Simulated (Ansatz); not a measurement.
`BOB[SiH3]`, relaxed with RKS PBE0-D4/def2-TZVP in Ansatz 0.2.0 from a PBE-D4/def2-SVP geometry. The force threshold is 0.005 eV/Å; the program also tests the step.

Total charge 0; spin multiplicity 1.

Start:

```xyz
10

B     0.840   -2.043    0.827
O     0.748   -0.776    0.294
B    -0.408   -0.041    0.135
Si   -0.359    1.760   -0.813
H    -0.176   -2.659    1.099
H     1.957   -2.491    0.995
H    -1.452   -0.491    0.593
H    -1.437    1.817   -1.867
H     0.965    2.082   -1.454
H    -0.677    2.842    0.192
```

| step | energy (eV) | largest force (eV/Å) | largest move (Å) |
| --- | --- | --- | --- |
| 1 | -11369.8611 | 0.418 | 0.000 |
| 2 | -11369.8899 | 0.122 | 0.030 |
| 3 | -11369.8909 | 0.161 | 0.025 |
| 4 | -11369.8935 | 0.121 | 0.062 |
| 5 | -11369.8945 | 0.008 | 0.048 |
| 6 | -11369.8947 | 0.029 | 0.026 |
| 7 | -11369.8948 | 0.018 | 0.032 |
| 8 | -11369.8949 | 0.020 | 0.009 |
| 9 | -11369.8949 | 0.019 | 0.013 |
| 10 | -11369.8950 | 0.029 | 0.007 |
| 11 | -11369.8950 | 0.013 | 0.004 |
| 12 | -11369.8950 | 0.007 | 0.010 |
| 13 | -11369.8951 | 0.010 | 0.019 |
| 14 | -11369.8951 | 0.010 | 0.006 |
| 15 | -11369.8951 | 0.013 | 0.016 |
| 16 (rejected) | -11369.8951 | 0.023 | 0.013 |
| 17 | -11369.8952 | 0.007 | 0.007 |
| 18 | -11369.8952 | 0.004 | 0.013 |
| 19 | -11369.8952 | 0.004 | 0.005 |

End:

```xyz
10

B     0.826   -2.029    0.813
O     0.749   -0.801    0.215
B    -0.390   -0.049    0.124
Si   -0.357    1.758   -0.796
H    -0.156   -2.509    1.305
H     1.890   -2.572    0.815
H    -1.403   -0.493    0.602
H    -1.337    1.753   -1.920
H     0.979    2.137   -1.328
H    -0.802    2.804    0.170
```

Run time 62 s (2 threads of an Arm Neoverse V1 on a shared host); peak host memory 0.33 GiB.
